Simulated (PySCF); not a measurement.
## CeH: energy against distance

Set-up: basis Ce x2c-TZVPPall, H x2c-TZVPPall; spin-free X2C with a Gaussian nucleus; PySCF 2.14. Energies in eV from Ce (4f1 5d1 6s2) + H in their ground configurations at the same level. State: quartet, about 1.2 electrons in the 4f shell (Mulliken), real f orbitals that mix terms.

All columns are ωB97M-V. A positive dipole means Ce(−)H(+).

```tsv
R (Å)	E (eV)	μ (D)	Mulliken charge on Ce (basis-dependent)	HOMO (eV)	LUMO (eV)	Mayer bond order	⟨S²⟩
1.760	-2.343	-2.35	0.30	-5.09	0.37	0.94	3.75
1.841	-2.563	-2.64	0.31	-5.13	0.34	0.93	3.75
1.923	-2.699	-2.94	0.32	-5.17	0.30	0.92	3.75
1.985	-2.755	-3.16	0.32	-5.20	0.28	0.91	3.75
2.046	-2.780	-3.39	0.32	-5.24	0.25	0.91	3.75
2.107	-2.778	-3.61	0.32	-5.27	0.22	0.91	3.75
2.189	-2.741	-3.92	0.32	-5.32	0.19	0.90	3.75
2.292	-2.653	-4.31	0.32	-5.38	0.12	0.90	3.75
2.414	-2.503	-4.78	0.32	-5.45	0.03	0.90	3.75
2.578	-2.255	-5.42	0.33	-5.55	-0.11	0.89	3.75
```

A fit through these points gives, at Re = 2.071 Å, μ = -3.48 D and dμ/dR = -3.70 D/Å; the reduced mass is 1.001 u.

Q: How strong is the fundamental in the double-harmonic approximation, I = 42.26·(dμ/dR)²/μred km/mol?

A: I = 42.26·(-3.70)²/1.001 = 578 km/mol at ωB97M-V.

These are scalar-relativistic numbers at best; spin–orbit coupling would shift them, the dissociation energy most. With d or f electrons several states lie close, and the lowest PBE0 determinant need not be the measured ground state.
